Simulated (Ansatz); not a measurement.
Compare A (`CC1[SiH2]C1=O`) with its isomer B (`[SiH3]OC1=CC1`).

Program: Ansatz. Geometries: PBE0-D4/def2-TZVP. ΔE: electronic, gas phase. CCSD(T)/CBS is the MP2 limit (def2-TZVPP, def2-QZVPP) plus CCSD(T) − MP2 in def2-TZVPP, frozen cores. Functionals use def2-TZVPP. B3LYP here is the variant with VWN-RPA as its local correlation; programs differ in this. Each species was taken in one conformer, which may not be the lowest.

Question: Which is lower in electronic energy at CCSD(T)/CBS, and by how much? (An estimate is asked.)

Answer: Ansatz gave: B, by 1.0 kcal/mol.

Question: Give E(B) − E(A) in kcal/mol with CCSD/def2-TZVPP, B3LYP-D4, PBE-D4, r2SCAN-D4, CCSD(T)/def2-TZVPP, ωB97M-V, B3LYP. (Best estimate.)

Answer: Ansatz gave: CCSD/def2-TZVPP -2.5, B3LYP-D4 0.4, PBE-D4 6.2, r2SCAN-D4 3.0, CCSD(T)/def2-TZVPP -0.7, ωB97M-V -0.5, B3LYP 0.2. The order is the other way round with B3LYP-D4, PBE-D4, r2SCAN-D4, B3LYP.

Largest T1 diagnostic: 0.016.

In def2-TZVPP, CCSD(T) changes the Hartree–Fock value by +8.3 kcal/mol (the triples alone add +1.8 kcal/mol) and MP2 by +6.8 kcal/mol. From PBE to PBE0 (25 % exact exchange), in def2-TZVPP and without D4, E(B) − E(A) moves by −3.8 kcal/mol.
